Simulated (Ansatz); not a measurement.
Molecule: InF$_{3}$, charge 1, multiplicity 2. SMILES of the parent species: [F][In]([F])[F]

Atoms: In1, F2, F3, F4. Bonds: In1-F2, In1-F3, In1-F4.

Bond lengths (Å) and angles (degrees) optimised at HF/3-21G with Ansatz (a quantum-chemistry and plane-wave program); PBE/6-31G* with LANL2DZ past Ar with Ansatz; B3LYP/LANL2DZ with Ansatz, each started from the B3LYP-D3(BJ)/def2-TZVP structure (Ansatz) of the last column. A row stands for all coordinates that are equal there. 6-31G* holds six Cartesian d functions. No wavenumbers were computed at PBE/6-31G* with LANL2DZ past Ar, B3LYP/LANL2DZ, so these may be saddle points.

```json
[
 {"coordinate": "In1-F2", "HF/3-21G": "1.865 to 2.376", "PBE/6-31G* with LANL2DZ past Ar": "1.919", "B3LYP/LANL2DZ": "1.961", "B3LYP-D3(BJ)/def2-TZVP": "2.012"},
 {"coordinate": "In1-F3", "HF/3-21G": "1.865", "PBE/6-31G* with LANL2DZ past Ar": "1.761", "B3LYP/LANL2DZ": "1.796", "B3LYP-D3(BJ)/def2-TZVP": "1.866"},
 {"coordinate": "F2-In1-F3", "HF/3-21G": "92.4 to 175.1", "PBE/6-31G* with LANL2DZ past Ar": "147.7", "B3LYP/LANL2DZ": "148.2", "B3LYP-D3(BJ)/def2-TZVP": "149.5"},
 {"coordinate": "F2-In1-F4", "HF/3-21G": "92.5", "PBE/6-31G* with LANL2DZ past Ar": "64.6", "B3LYP/LANL2DZ": "63.6", "B3LYP-D3(BJ)/def2-TZVP": "61.1"}
]
```

A range marks coordinates that this level makes unequal.

Mean signed difference of all 3 bond lengths from B3LYP-D3(BJ)/def2-TZVP: HF/3-21G 0.073 Å, PBE/6-31G* with LANL2DZ past Ar -0.097 Å, B3LYP/LANL2DZ -0.057 Å.
